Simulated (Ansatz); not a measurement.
```xyz
8

F    -0.9150   -0.9177   -0.9150
Li   -0.9150   -0.9177    0.9150
Li   -0.9150    0.9177   -0.9150
F    -0.9150    0.9177    0.9150
Li    0.9150   -0.9177   -0.9150
F     0.9150   -0.9177    0.9150
F     0.9150    0.9177   -0.9150
Li    0.9150    0.9177    0.9150
```

RHF on singlet Li₄F₄ was run in several spherical basis sets with Ansatz (development build ahead of 0.2.0).

Q: Rank the basis sets by the total energy that they give, lowest first, with the distance from the lowest.
A. 6-31++G(d,p)
B. def2-SVPD
C. def2-SVP

A: A (0.00 eV), B (8.61 eV), C (9.29 eV).

Totals follow the description of the cores as much as that of the bonds, so this order isn't one of quality for chemistry.
